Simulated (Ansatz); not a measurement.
Basis-set extrapolation for `N#CB(C#N)C#N` (PBE0-D4/def2-TZVP geometry, frozen core, the Gaussian-basis code of Ansatz). Multiplicity 1, RHF reference.

```tsv
	def2-TZVPP	def2-QZVPP
HF	-301.734480	-301.745787
MP2 correlation	-1.076432	-1.146912
CCSD(T) correlation	-1.137267	not run
```

Energies in hartree. Use E(X) = E(∞) + A·exp(−7.88·√X) for Hartree–Fock and E(X) = E(∞) + B·X^(−2.97) for correlation, with X = 3 and 4, and add CCSD(T) minus MP2 of the smaller set to the MP2 limit.

What is the CCSD(T) energy at the basis-set limit?

HF limit: -301.745787 + (-0.011307) × 0.13774 = -301.74734. MP2 limit: -1.146912 + (-0.070480) × 0.74074 = -1.19912. Higher-order term: -1.137267 − (-1.076432) = -0.06083. Total: -303.00729 hartree, 85.1 kcal/mol below CCSD(T)/def2-TZVPP.
